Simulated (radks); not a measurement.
The numbers below are computed, except where a source is named.
Species: Ge4+. Configuration: [Ar] 3d8 4d2 (not the ground configuration). Code: a radial shooting solver on a logarithmic mesh with Libxc functionals. Model: scalar-relativistic Kohn-Sham, LDA (Slater exchange, Perdew-Zunger correlation), spin-unpolarised, spherical densities, point nucleus.

Unscreened Slater integrals over Kohn-Sham orbitals (eV).

\begin{tabular}{lr}
integral & value \\ \hline
F0(4d,4d) & 10.593 \\
F2(4d,4d) & 5.5403 \\
F4(4d,4d) & 3.7174 \\
F0(4d,3d) & 14.075 \\
F2(4d,3d) & 2.7581 \\
F4(4d,3d) & 1.2393 \\
G0(4d,3d) & 1.0649 \\
G2(4d,3d) & 1.1322 \\
G4(4d,3d) & 0.83471 \\
F0(4d,3p) & 14.100 \\
F2(4d,3p) & 2.5478 \\
G1(4d,3p) & 0.85926 \\
G3(4d,3p) & 0.73085 \\
F0(4d,3s) & 14.131 \\
G2(4d,3s) & 0.77268 \\
F0(3d,3d) & 37.697 \\
F2(3d,3d) & 18.037 \\
F4(3d,3d) & 11.343 \\
F0(3d,3p) & 38.154 \\
F2(3d,3p) & 18.342 \\
G1(3d,3p) & 22.256 \\
G3(3d,3p) & 13.775 \\
F0(3d,3s) & 38.580 \\
G2(3d,3s) & 16.997 \\
F0(3p,3p) & 38.980 \\
F2(3p,3p) & 19.549 \\
F0(3p,3s) & 39.393 \\
G1(3p,3s) & 26.063 \\
F0(3s,3s) & 39.856 \\
\end{tabular}

Derived for the open shells (J is the average intra-shell exchange parameter used in DFT+U). 3d: Racah B = F2/49 - 5 F4/441 = 0.2395 eV, C = 35 F4/441 = 0.9003 eV, C/B = 3.76, F4/F2 = 0.629, J = (F2 + F4)/14 = 2.099 eV. 4d: Racah B = F2/49 - 5 F4/441 = 0.07092 eV, C = 35 F4/441 = 0.2950 eV, C/B = 4.16, F4/F2 = 0.671, J = (F2 + F4)/14 = 0.6613 eV.
